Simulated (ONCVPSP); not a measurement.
Configuration tests for Br (ONCV)

- Element: Br
- Generator: ONCVPSP 4.0.1
- Type: optimised norm-conserving Vanderbilt (ONCV)
- Functional: PBEsol
- Relativity: scalar-relativistic
- Frozen core: [Ne]
- Valence charge: 25
- Reference configuration: 3s2 3p6 3d10 4s1.5 4p5.5
- Partial waves: 3s+4s: rc 0.40 bohr, ncon 3, nbas 6, qcut 26.4 1/bohr, 2 projectors; 3p+4p: rc 0.85 bohr, ncon 4, nbas 8, qcut 13.3 1/bohr, 2 projectors; 3d: rc 0.90 bohr, ncon 4, nbas 9, qcut 14.8 1/bohr, 1 projector
- Local potential: polynomial inside 0.40 bohr (lpopt 5, dvloc0 -1 Ha)
- Core correction: none

Energies are relative to the spin-unpolarised reference configuration 3s2 3p6 3d10 4s1.5 4p5.5; without spin polarisation the order of configurations can differ from experiment.

```
valence configuration  charge  ΔE all-electron (eV)  error AE − PS (meV)
 3s2 3p6 3d10 4s2 4p5       0                -6.164                 -1.0
 3s2 3p6 3d10 4s2 4p3      +2                29.161                 -3.4
```

What are ΔE and the potential's error for 3s2 3p6 3d10 4s2 4p4?

ΔE = 6.390 eV all-electron; the error (AE − PS) is -1.6 meV.

What are ΔE and the potential's error for 3s2 3p6 3d10 4s2 4p1?

ΔE = 109.237 eV all-electron; the error (AE − PS) is -14 meV.

Levels in the configuration 3s2 3p6 3d10 4s2 4p5:

```tsv
level	all-electron (eV)	pseudo (eV)
3s	-237.632	-237.651
3p	-173.256	-173.254
3d	-66.713	-66.711
4s	-20.134	-20.130
4p	-7.855	-7.854
```

Note: ghosts flagged at negative energy: s at -1952.3 eV; no localised positive-energy state flagged. A true bound ghost makes a file unfit for plane-wave use.
